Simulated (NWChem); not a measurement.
# BHF, doublet; SMILES [BH]F

Results from NWChem. Spin-unrestricted. Medium grid unless said otherwise, to which SCAN and Minnesota functionals are sensitive. In the optimisation the excess spin sits in a' (Cs, its own frame). Geometry: optimised at PBE0/def2-SVP, spin-unrestricted. No stability test was run on the SCF state. Level r2SCAN/def2-SVP: single points from the atomic guess with DIIS by default; each run changes one setting, and all converged runs end within 0.3 mHa of each other.

Q: Which setting needs the most SCF iterations, or fails (defaults; DIIS on 3 Fock matrices; occupation smearing of 0.005 Ha; no level shifting; core-Hamiltonian guess)?

A: core-Hamiltonian guess, with 14 against 7 for the defaults.
```csv
setting,SCF iterations
defaults,7
core-Hamiltonian guess,14
DIIS on 3 Fock matrices,9
occupation smearing of 0.005 Ha,7
no level shifting,7
```
